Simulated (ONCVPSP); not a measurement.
# Ranking ONCV potentials for zinc

All share these settings but for the change named:

ONCVPSP 4.0.1 input, shortened (lines: element, Z, core and valence counts, functional; n l f; lmax; l rc ep ncon nbas qcut; lloc lpopt rc5 dvloc0; l nproj debl; icmod fcfact rcfact), PBE, scalar-relativistic:

```
  Zn 30.00    3    4        4      upf
    1    0    2.00
    2    0    2.00
    2    1    6.00
    3    0    2.00
    3    1    6.00
    3    2   10.00
    4    0    2.00
    2
    0    0.95    0.00    4    7   14.00
    1    0.75    0.00    4    7   12.50
    2    1.15    0.00    3    8   14.80
    4    5    0.75    1.00
    0    2    2.50
    1    2    2.80
    2    2    2.10
    0    0.00    0.00
```

In the p channel the program set the typed energies aside and used -3.065, 0.250 Ha.

Test errors are all-electron minus pseudo excitation energies from the reference, over 3s2 3p6 3d10 4s1; 3s2 3p6 3d10 4s0; 3s2 3p6 3d9 4s0; 3s2 3p6 3d10 4s0 4p1. None of these files shows a bound ghost.

The base gives 3.2 meV.

Of 7 variants that were run, those that failed, showed a ghost or another fault, or gave nearly equal values are left out.

A variant can come out equal or close to the base, since the largest error may sit in a test that the change hardly touches while other tests move.

Q: Rank these variants by their largest absolute test error, smallest first.
A. s: rc 1.18
B. s: rc 1.36
C. s: rc 0.78

A: C (3.2 meV), A (4.0 meV), B (4.5 meV).
